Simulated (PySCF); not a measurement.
PySCF 2.14 output of an unrestricted PBE0 calculation on a single atom or ion in x2c-QZVPPall with one added diffuse shell each of s, p, d, f type (14s10p8d5f1g, 128 functions), with the spin-free X2C one-electron Hamiltonian (Gaussian nucleus):

```
SCF conv_tol = 1e-09
number electrons alpha = 26  beta = 24
    C. Adamo and V. Barone.,  J. Chem. Phys. 110, 6158 (1999)
    M. Ernzerhof and G. E. Scuseria.,  J. Chem. Phys. 110, 5029 (1999)
cycle= 1 E= -6791.95025954239  delta_E= -0.0187  |g|= 0.0263  |ddm|= 0.854
cycle= 2 E= -6791.95236896965  delta_E= -0.00211  |g|= 0.0177  |ddm|= 0.287
cycle= 3 E= -6791.95455400472  delta_E= -0.00219  |g|= 0.013  |ddm|= 0.281
cycle= 4 E= -6791.95657786859  delta_E= -0.00202  |g|= 0.0122  |ddm|= 0.273
cycle= 5 E= -6791.95638585603  delta_E= 0.000192  |g|= 0.0123  |ddm|= 0.0272
cycle= 6 E= -6791.95427104714  delta_E= 0.00211  |g|= 0.0483  |ddm|= 2.29
cycle= 7 E= -6791.95695106057  delta_E= -0.00268  |g|= 0.0154  |ddm|= 2.22
cycle= 8 E= -6791.96101100619  delta_E= -0.00406  |g|= 0.0132  |ddm|= 0.677
cycle= 9 E= -6791.94956590514  delta_E= 0.0114  |g|= 0.0116  |ddm|= 1.56
cycle= 10 E= -6791.94887002935  delta_E= 0.000696  |g|= 0.00302  |ddm|= 0.435
cycle= 11 E= -6791.9488917524  delta_E= -2.17e-05  |g|= 0.00247  |ddm|= 0.0356
cycle= 12 E= -6791.94889939561  delta_E= -7.64e-06  |g|= 0.0031  |ddm|= 0.0374
cycle= 13 E= -6791.9488781001  delta_E= 2.13e-05  |g|= 0.0025  |ddm|= 0.0225
cycle= 14 E= -6791.94883956832  delta_E= 3.85e-05  |g|= 0.000844  |ddm|= 0.0655
cycle= 15 E= -6791.94883569089  delta_E= 3.88e-06  |g|= 7.18e-05  |ddm|= 0.0303
cycle= 16 E= -6791.94883573901  delta_E= -4.81e-08  |g|= 7.43e-05  |ddm|= 0.00114
cycle= 17 E= -6791.948835655  delta_E= 8.4e-08  |g|= 5.8e-05  |ddm|= 0.0023
cycle= 18 E= -6791.94883564501  delta_E= 9.98e-09  |g|= 2.94e-05  |ddm|= 0.00153
cycle= 19 E= -6791.94883564275  delta_E= 2.26e-09  |g|= 1.09e-06  |ddm|= 0.000746
cycle= 20 E= -6791.94883564274  delta_E= 5.46e-12  |g|= 8.36e-08  |ddm|= 4.95e-05
converged SCF energy = -6791.94883564274  <S^2> = 2.0020055  2S+1 = 3.0013367
```

The run itself started from symmetry-adapted Hartree-Fock orbitals and held the occupation by maximum overlap, on a logarithmic radial grid, so the iterations belong to that start.

**Question.** Which element, charge and spin multiplicity is this?

**Answer.** Te²⁺ (tellurium, charge +2), multiplicity 3; the state was [Kr] 4d10 5s2 5p1 6s1, high-spin 3P determinant (an excited configuration).

The outer electron is Rydberg-like, and this basis confines it to a smaller radius and binds it less than a complete one would.
